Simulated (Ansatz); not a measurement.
SnPhH3 (C6H8Sn). Total charge 0; singlet. Geometry r2SCAN-D4/def2-SVP; atoms count from 1.

Cartesian coordinates in Å:
```
Sn 0.941 -2.286 1.003
C 0.176 -0.448 0.191
C -0.641 0.392 0.967
C -1.127 1.596 0.445
C -0.804 1.975 -0.861
C 0.006 1.147 -1.644
C 0.491 -0.057 -1.121
H -0.910 0.110 1.991
H -1.763 2.239 1.062
H -1.184 2.916 -1.270
H 0.259 1.437 -2.668
H 1.120 -0.695 -1.752
H 1.091 -3.437 -0.258
H -0.138 -2.854 2.207
H 2.483 -2.035 1.710
```

In the def2 sets Sn takes a core potential; there is no spin–orbit coupling.

(1) Estimate the Mulliken populations from the PBE0/def2-TZVP orbitals of Ansatz.

(2) And the Mayer bond orders between heavy atoms (over 0.3)?

Results:

(1) 
```csv
atom,charge (e)
Sn1,0.38
C2,-0.04
C3,-0.20
C4,-0.13
C5,-0.10
C6,-0.13
C7,-0.20
H8,0.12
H9,0.12
H10,0.12
H11,0.12
H12,0.12
H13,-0.06
H14,-0.06
H15,-0.06
```
Mulliken values depend strongly on the basis.

(2) Sn1–C2 0.89 (2.15 Å); C2–C3 1.38 (1.41 Å); C2–C7 1.38 (1.41 Å); C3–C4 1.42 (1.40 Å); C4–C5 1.42 (1.40 Å); C5–C6 1.42 (1.40 Å); C6–C7 1.43 (1.40 Å).
